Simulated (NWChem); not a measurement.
Molecule: BHSCl2; SMILES SB(Cl)Cl

```xyz
5

B     -0.0114     0.0055     0.0000
Cl    -1.5851    -0.7618     0.0000
Cl     0.1010     1.7560     0.0000
S      1.4336    -1.0543     0.0000
H      2.3479    -0.0604     0.0000
```
Atoms are numbered in this order, from 1.

Results from NWChem. Pople sets run with spherical d functions. Medium grid unless said otherwise, to which SCAN and Minnesota functionals are sensitive. Structure relaxed at the PBE0/def2-SVP level. B3LYP is NWChem's, with the RPA form of VWN correlation. Total energies of different functionals are on different scales.

| level | energy (Ha) | highest occupied level (eV) | orbital gap (eV) | dipole (D) |
|---|---|---|---|---|
| B3LYP/6-31G* | -1344.1364 | -8.05 | 6.64 | 1.33 |
| PBE/6-31G* | -1343.5016 | -7.09 | 4.96 | 1.33 |
| M06-2X/6-31G* | -1344.0219 | [?] | [?] | 1.38 |
| revPBE/6-31G* | -1343.8412 | -7.06 | 5.00 | 1.32 |
| BHandHLYP/6-31G* | -1344.0794 | -9.42 | 9.21 | 1.37 |
| r2SCAN0/6-31G* | -1343.9818 | -8.59 | 7.40 | 1.41 |
| MN15/6-31G* | -1343.6790 | -9.02 | 8.26 | 1.38 |
| SCAN/6-31G* | -1344.1903 | -7.47 | 5.45 | 1.39 |
| RPBE/6-31G* | -1343.9663 | -7.06 | 5.00 | 1.32 |

What belongs in the gaps?


- M06-2X/6-31G*, highest occupied level (eV): -9.50
- M06-2X/6-31G*, orbital gap (eV): 9.04
